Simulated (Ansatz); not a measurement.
`C=C[SiH2]O` + `N[SiH2][AlH2]` → `O[SiH2]N[SiH2][AlH2]` + `C=C`  (ligand exchange at the Si–C bond)

Program: Ansatz. Geometries: PBE0-D4/def2-TZVP. ΔE: electronic, gas phase. CBS: MP2 limit from def2 TZ/QZ plus the TZ coupled-cluster correction, frozen cores. This one scheme is used for every species. DFT in def2-TZVPP. B3LYP here is the variant with VWN-RPA as its local correlation; programs differ in this. One conformer a species, not always the lowest.

Problem. Is it downhill or uphill in electronic energy at CCSD(T)/CBS, and by how much? (Estimate.)

Solution. Computed: Downhill: ΔE = -17.7 kcal/mol.

Problem. What do these levels give: PBE0-D4, ωB97X-V, ωB97M-V, B3LYP, CCSD(T)/def2-TZVPP, MP2/def2-QZVPP? (Best estimate.)

Solution. Ansatz gave: PBE0-D4 -16.3, ωB97X-V -16.9, ωB97M-V -17.2, B3LYP -16.7, CCSD(T)/def2-TZVPP -17.7, MP2/def2-QZVPP -17.9 kcal/mol.

Largest T1 diagnostic among the species: 0.012.
